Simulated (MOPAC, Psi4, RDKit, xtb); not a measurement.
Two geometries of SMILES B[SiH2][SiH2]Br (H₆BBrSi₂), relaxed at B3LYP-D3(BJ)/def2-SVP with one dihedral held; other torsions can differ between them too.

Structure A

```
10

B      1.7762     0.7897     0.3207
Si     0.6419    -0.6771    -0.4891
Si    -0.0326    -0.1582    -2.6754
Br     1.8742     0.3413    -3.7845
H      2.1978     0.6638     1.4439
H      2.0471     1.7984    -0.2790
H     -0.5542    -0.9474     0.3741
H      1.4390    -1.9433    -0.5565
H     -0.9139     1.0430    -2.7357
H     -0.6986    -1.2752    -3.4025
```

Structure B

```
10

B     -2.0501     0.4262     0.0760
Si    -0.3919    -0.6361    -0.4013
Si    -1.3282    -1.4355    -2.3930
Br    -3.5007    -1.2240    -1.6285
H     -2.6803     0.2343     1.0827
H     -2.2868     1.4081    -0.5812
H      0.8508     0.1595    -0.6404
H     -0.0605    -1.8014     0.4712
H     -1.2212    -0.5378    -3.5768
H     -1.1637    -2.8477    -2.8364
```

### Question
Which is lower in energy at the level DF-MP2 (frozen core)/cc-pVTZ // B3LYP-D3(BJ)/def2-SVP (Psi4 1.11), and by how much?

### Answer
B is lower, by 7.98 kJ/mol (dihedral H5–B1–Si2–Si3: 180° in A, 120° in B).

E(B) − E(A) in kJ/mol at the other levels, on the same two geometries: PBE/def2-TZVP // B3LYP-D3(BJ)/def2-SVP (Psi4) -12.01; PBE-D3(BJ)/def2-TZVP // B3LYP-D3(BJ)/def2-SVP (Psi4) -14.45; HF/cc-pVTZ // B3LYP-D3(BJ)/def2-SVP (Psi4) 18.39; UFF // B3LYP-D3(BJ)/def2-SVP (RDKit) 132.47; PM3, restricted, heats of formation // B3LYP-D3(BJ)/def2-SVP (MOPAC) -10.42; AM1, restricted, heats of formation // B3LYP-D3(BJ)/def2-SVP (MOPAC) 19.65; GFN1-xTB // B3LYP-D3(BJ)/def2-SVP (xtb) 7.70.
